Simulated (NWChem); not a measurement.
Program: NWChem. System: H₃P₂, charge 0, spin multiplicity 2, at a geometry optimised with UPBE/def2-SVP. The structure started from a generated list of species. Its SCF solution wasn't tested for a lower state. Level: UHF/def2-TZVP.

Job file:

```
start mol
memory heap 200 mb stack 900 mb global 1100 mb
geometry units angstroms nocenter noautoz noautosym
  P      0.971535    -0.438719     0.428141
  P     -0.892682     0.319238    -0.470623
  H      1.689339     0.747891     0.015857
  H     -1.075650     1.521376     0.305356
  H     -1.796471    -0.477046     0.316015
end
basis spherical
  * library def2-tzvp
end
scf
  uhf
  nopen 1
  maxiter 100
  thresh 1e-7
  semidirect memsize 60000000 filesize 0
  # guess.movecs holds the orbitals of an unrestricted PBE0 run
  vectors input guess.movecs output mol.movecs
end
task scf energy
```

Output (cleaned and shortened):

```
             Northwest Computational Chemistry Package (NWChem) 7.3.0
             --------------------------------------------------------

                                NWChem Input Module
                                -------------------

 Scaling coordinates for geometry "geometry" by  1.889725989
 (inverse scale =  0.529177249)

                             Geometry "geometry" -> ""
                             -------------------------

 Output coordinates in angstroms (scale by  1.889725989 to convert to a.u.)

  No.       Tag          Charge          X              Y              Z
 ---- ---------------- ---------- -------------- -------------- --------------
    1 P                   15.0000     0.97153500    -0.43871900     0.42814100
    2 P                   15.0000    -0.89268200     0.31923800    -0.47062300
    3 H                    1.0000     1.68933900     0.74789100     0.01585700
    4 H                    1.0000    -1.07565000     1.52137600     0.30535600
    5 H                    1.0000    -1.79647100    -0.47704600     0.31601500

 Effective nuclear repulsion energy (a.u.)      79.7487858069

            Nuclear Dipole moment (a.u.)
            ----------------------------
        X                 Y               Z
 ---------------- ---------------- ----------------
     0.0000245664     0.0000113384    -0.0000037795


 Summary of "ao basis" -> "" (spherical)
 ------------------------------------------------------------------------------
       Tag                 Description            Shells   Functions and Types
 ---------------- ------------------------------  ------  ---------------------
 *                         def2-tzvp                  on all atoms

 Summary of "ao basis" -> "ao basis" (spherical)
 ------------------------------------------------------------------------------
       Tag                 Description            Shells   Functions and Types
 ---------------- ------------------------------  ------  ---------------------
 P                         def2-tzvp                13       37   5s5p2d1f
 H                         def2-tzvp                 4        6   3s1p

                                 NWChem SCF Module
                                 -----------------

  ao basis        = "ao basis"
  functions       =    92
  atoms           =     5
  alpha electrons =    17
  beta  electrons =    16
  charge          =   0.00
  wavefunction    = UHF
  use symmetry    = F
  symmetry adapt  = F

 Summary of "ao basis" -> "ao basis" (spherical)
 ------------------------------------------------------------------------------
       Tag                 Description            Shells   Functions and Types
 ---------------- ------------------------------  ------  ---------------------
 P                         def2-tzvp                13       37   5s5p2d1f
 H                         def2-tzvp                 4        6   3s1p

 Forming initial guess at       0.1s

 Starting SCF solution at       0.1s

 ----------------------------------------------
         Quadratically convergent UHF

 Convergence threshold     :          1.000E-07
 Maximum no. of iterations :          100
 Integral*density screening:          1.000E-09
 ----------------------------------------------

              iter       energy          gnorm     gmax       time
             ----- ------------------- --------- --------- --------
                 1     -683.2000788931  6.95D-01  2.24D-01      2.2
                 2     -683.2163590378  7.50D-02  1.23D-02      2.4
                 3     -683.2183158539  4.48D-03  1.45D-03      3.2
                 4     -683.2183360261  4.08D-05  7.94D-06      5.1
                 5     -683.2183360270  6.52D-09  1.79D-09      7.7

       Final UHF  results
       ------------------

         Total SCF energy =   -683.218336027016
      One electron energy =  -1104.121750160741
      Two electron energy =    341.154628326866
 Nuclear repulsion energy =     79.748785806859

                       Sz =      0.5000
                 Sz(Sz+1) =      0.7500
                      S^2 =      0.7718

        Time for solution =      7.6s

          Final alpha eigenvalues
          -----------------------

              1
    1  -79.9615
    2  -79.9547
    3   -7.5056
    4   -7.4987
    5   -5.4102
    6   -5.3962
    7   -5.3948
    8   -5.3921
    9   -5.3919
   10   -5.3915
   11   -0.9059
   12   -0.7657
   13   -0.5454
   14   -0.4785
   15   -0.4585
   16   -0.3914
   17   -0.3381
   18    0.1121
   19    0.1190
   20    0.1412
   21    0.1689
   22    0.2678
   23    0.2898
   24    0.3097
   25    0.3246
   26    0.3370
   27    0.3535

          Final beta eigenvalues
          ----------------------

              1
    1  -79.9547
    2  -79.9536
    3   -7.4987
    4   -7.4971
    5   -5.3927
    6   -5.3924
    7   -5.3911
    8   -5.3910
    9   -5.3908
   10   -5.3766
   11   -0.8794
   12   -0.7205
   13   -0.5375
   14   -0.4717
   15   -0.4274
   16   -0.3566
   17    0.0350
   18    0.1174
   19    0.1275
   20    0.1446
   21    0.1777
   22    0.2705
   23    0.2952
   24    0.3267
   25    0.3494
   26    0.3504
   27    0.3748

                    UHF Final Alpha Molecular Orbital Analysis
                    ------------------------------------------

 Vector   15  Occ=1.000000D+00  E=-4.585295D-01
              MO Center=  2.5D-01,  3.7D-02,  1.4D-01, r^2= 3.1D+00
   Bfn.  Coefficient  Atom+Function         Bfn.  Coefficient  Atom+Function
  ----- ------------  ---------------      ----- ------------  ---------------
    17      0.291529  1 P  pz                54      0.225137  2 P  pz
     4      0.214422  1 P  s                  5      0.208108  1 P  s
    41     -0.198370  2 P  s                 42     -0.172326  2 P  s
    20      0.161624  1 P  pz

 Vector   16  Occ=1.000000D+00  E=-3.913720D-01
              MO Center=  5.3D-01, -3.1D-01,  6.4D-02, r^2= 2.8D+00
   Bfn.  Coefficient  Atom+Function         Bfn.  Coefficient  Atom+Function
  ----- ------------  ---------------      ----- ------------  ---------------
    16      0.331808  1 P  py                15     -0.237898  1 P  px
    19      0.226576  1 P  py                 5     -0.204950  1 P  s
    54      0.169960  2 P  pz                52      0.165999  2 P  px
     4     -0.156707  1 P  s

 Vector   17  Occ=1.000000D+00  E=-3.381097D-01
              MO Center=  3.6D-02, -1.1D-02, -6.8D-02, r^2= 3.6D+00
   Bfn.  Coefficient  Atom+Function         Bfn.  Coefficient  Atom+Function
  ----- ------------  ---------------      ----- ------------  ---------------
    17      0.401721  1 P  pz                20      0.314146  1 P  pz
    54     -0.294316  2 P  pz                57     -0.262983  2 P  pz
    42      0.241709  2 P  s                 41      0.201739  2 P  s
    14      0.159937  1 P  pz

 Vector   18  Occ=0.000000D+00  E= 1.120866D-01
              MO Center=  3.6D-03,  1.8D-02,  8.3D-02, r^2= 6.6D+00
   Bfn.  Coefficient  Atom+Function         Bfn.  Coefficient  Atom+Function
  ----- ------------  ---------------      ----- ------------  ---------------
    42      1.634430  2 P  s                 18      1.176414  1 P  px
     5     -0.780646  1 P  s                 55      0.765122  2 P  px
    57      0.706524  2 P  pz                83     -0.601849  4 H  s
    77     -0.452351  3 H  s                 89     -0.309023  5 H  s
    20      0.296513  1 P  pz                15      0.249456  1 P  px

 Vector   19  Occ=0.000000D+00  E= 1.190193D-01
              MO Center=  9.8D-02,  1.8D-01,  3.9D-03, r^2= 6.3D+00
   Bfn.  Coefficient  Atom+Function         Bfn.  Coefficient  Atom+Function
  ----- ------------  ---------------      ----- ------------  ---------------
     5      1.317688  1 P  s                 77     -1.192930  3 H  s
    55     -1.043759  2 P  px                19      0.817685  1 P  py
    89     -0.794045  5 H  s                 83     -0.692650  4 H  s
    20     -0.551759  1 P  pz                42      0.358464  2 P  s
    57      0.349638  2 P  pz                56      0.230564  2 P  py

 Vector   20  Occ=0.000000D+00  E= 1.411754D-01
              MO Center= -8.3D-01,  3.1D-01, -3.1D-01, r^2= 4.5D+00
   Bfn.  Coefficient  Atom+Function         Bfn.  Coefficient  Atom+Function
  ----- ------------  ---------------      ----- ------------  ---------------
    56      1.482092  2 P  py                83     -1.291050  4 H  s
    89      1.166501  5 H  s                 18     -0.285156  1 P  px
    55      0.276162  2 P  px                19     -0.232030  1 P  py
     5      0.208070  1 P  s

                     UHF Final Beta Molecular Orbital Analysis
                     -----------------------------------------

 Vector   14  Occ=1.000000D+00  E=-4.716662D-01
              MO Center=  4.6D-02,  2.2D-02,  3.2D-02, r^2= 3.0D+00
   Bfn.  Coefficient  Atom+Function         Bfn.  Coefficient  Atom+Function
  ----- ------------  ---------------      ----- ------------  ---------------
    52      0.280678  2 P  px                15     -0.248992  1 P  px
    76     -0.203668  3 H  s                 88     -0.181953  5 H  s

 Vector   15  Occ=1.000000D+00  E=-4.274039D-01
              MO Center=  1.6D-01, -7.5D-02,  3.9D-02, r^2= 3.3D+00
   Bfn.  Coefficient  Atom+Function         Bfn.  Coefficient  Atom+Function
  ----- ------------  ---------------      ----- ------------  ---------------
     4      0.271310  1 P  s                  5      0.252340  1 P  s
    54      0.230530  2 P  pz                16     -0.222733  1 P  py
    41     -0.213505  2 P  s                 42     -0.185347  2 P  s
     3     -0.168763  1 P  s                 57      0.153982  2 P  pz

 Vector   16  Occ=1.000000D+00  E=-3.566499D-01
              MO Center= -1.6D-01, -4.7D-02, -2.3D-01, r^2= 3.4D+00
   Bfn.  Coefficient  Atom+Function         Bfn.  Coefficient  Atom+Function
  ----- ------------  ---------------      ----- ------------  ---------------
    54      0.327218  2 P  pz                57      0.272886  2 P  pz
    16      0.205316  1 P  py                42     -0.202837  2 P  s
     5     -0.198553  1 P  s                 15     -0.183234  1 P  px
    41     -0.180872  2 P  s                 19      0.163910  1 P  py

 Vector   17  Occ=0.000000D+00  E= 3.504937D-02
              MO Center=  7.8D-01, -3.3D-01,  3.1D-01, r^2= 3.3D+00
   Bfn.  Coefficient  Atom+Function         Bfn.  Coefficient  Atom+Function
  ----- ------------  ---------------      ----- ------------  ---------------
    20      0.594837  1 P  pz                19      0.306318  1 P  py
    17      0.223951  1 P  pz                83     -0.191790  4 H  s
    18     -0.178151  1 P  px                42      0.172623  2 P  s
    14      0.159830  1 P  pz

 Vector   18  Occ=0.000000D+00  E= 1.174497D-01
              MO Center=  3.0D-02,  2.8D-02,  1.5D-01, r^2= 6.6D+00
   Bfn.  Coefficient  Atom+Function         Bfn.  Coefficient  Atom+Function
  ----- ------------  ---------------      ----- ------------  ---------------
    42      1.691459  2 P  s                 18      1.138495  1 P  px
    77     -0.811893  3 H  s                 57      0.796265  2 P  pz
    83     -0.797575  4 H  s                 89     -0.584730  5 H  s
    55      0.370900  2 P  px                 5     -0.316911  1 P  s
    15      0.205242  1 P  px                19      0.199953  1 P  py

 Vector   19  Occ=0.000000D+00  E= 1.275122D-01
              MO Center= -1.3D-01,  2.2D-01, -7.5D-02, r^2= 6.4D+00
   Bfn.  Coefficient  Atom+Function         Bfn.  Coefficient  Atom+Function
  ----- ------------  ---------------      ----- ------------  ---------------
     5      1.469254  1 P  s                 55     -1.348298  2 P  px
    77     -0.864527  3 H  s                 89     -0.846550  5 H  s
    19      0.705544  1 P  py                20     -0.652108  1 P  pz
    83     -0.425116  4 H  s                 18     -0.397325  1 P  px
    56      0.185820  2 P  py                52     -0.174460  2 P  px

 center of mass
 --------------
 x =   0.03636690 y =  -0.05510373 z =  -0.01959250

 moments of inertia (a.u.)
 ------------------
          88.971580281324          76.794288406999         -89.394566931698
          76.794288406999         263.953358513702          36.292228175907
         -89.394566931698          36.292228175907         262.035788130045

  Mulliken analysis of the total density
  --------------------------------------

    Atom       Charge   Shell Charges
 -----------   ------   -------------------------------------------------------
    1 P   15    15.06   2.01  0.53  1.43  1.05  0.77  4.17  1.70  0.65  1.75  0.85  0.04  0.10  0.01
    2 P   15    15.11   2.01  0.53  1.44  1.00  0.70  4.17  1.70  0.67  1.85  0.82  0.07  0.15  0.01
    3 H    1     0.95   0.23  0.54  0.17  0.02
    4 H    1     0.94   0.23  0.53  0.17  0.02
    5 H    1     0.95   0.23  0.53  0.17  0.02

  Mulliken analysis of the alpha density
  --------------------------------------

    Atom       Charge   Shell Charges
 -----------   ------   -------------------------------------------------------
    1 P   15     8.05   1.00  0.27  0.72  0.53  0.40  2.10  0.84  0.39  1.15  0.57  0.02  0.06  0.00
    2 P   15     7.53   1.00  0.27  0.72  0.50  0.35  2.08  0.85  0.33  0.91  0.39  0.04  0.08  0.01
    3 H    1     0.45   0.11  0.25  0.08  0.01
    4 H    1     0.49   0.12  0.28  0.09  0.01
    5 H    1     0.48   0.12  0.27  0.08  0.01

   Mulliken analysis of the beta density
   -------------------------------------

    Atom       Charge   Shell Charges
 -----------   ------   -------------------------------------------------------
    1 P   15     7.01   1.00  0.27  0.72  0.51  0.37  2.07  0.86  0.25  0.60  0.28  0.02  0.05  0.01
    2 P   15     7.58   1.00  0.27  0.72  0.50  0.35  2.08  0.85  0.33  0.94  0.43  0.03  0.07  0.01
    3 H    1     0.50   0.12  0.28  0.09  0.01
    4 H    1     0.45   0.11  0.25  0.08  0.01
    5 H    1     0.47   0.12  0.26  0.08  0.01

   Mulliken analysis of the spin density
   -------------------------------------

    Atom       Charge   Shell Charges
 -----------   ------   -------------------------------------------------------
    1 P   15     1.04   0.00  0.00 -0.00  0.02  0.03  0.03 -0.02  0.14  0.54  0.29  0.00  0.01 -0.00
    2 P   15    -0.05   0.00  0.00 -0.00  0.00 -0.00 -0.00  0.00 -0.00 -0.02 -0.03  0.00  0.01  0.00
    3 H    1    -0.04  -0.01 -0.03 -0.01  0.00
    4 H    1     0.04   0.01  0.03  0.00 -0.00
    5 H    1     0.01   0.00  0.01  0.00 -0.00

       Multipole analysis of the density wrt the origin
       ------------------------------------------------

     L   x y z        total         alpha         beta         nuclear
     -   - - -        -----         -----         ----         -------
     0   0 0 0     -0.000000    -17.000000    -16.000000     33.000000

     1   1 0 0     -0.077059     -0.840743      0.763660      0.000025
     1   0 1 0      0.233855      0.391104     -0.157260      0.000011
     1   0 0 1      0.166668     -0.262692      0.429364     -0.000004

     2   2 0 0    -20.918418    -72.437999    -67.574051    119.093632
     2   1 1 0      0.957870     19.585841     17.740321    -36.368292
     2   1 0 1     -1.003883    -21.915895    -20.768307     41.680318
     2   0 2 0    -21.186074    -25.073235    -22.957628     26.844789
     2   0 1 1      0.566575      8.488228      9.024648    -16.946301
     2   0 0 2    -23.132427    -24.843992    -20.661938     22.373504

 Task  times  cpu:        7.7s     wall:        7.7s

 Total times  cpu:        7.8s     wall:        7.8s
```
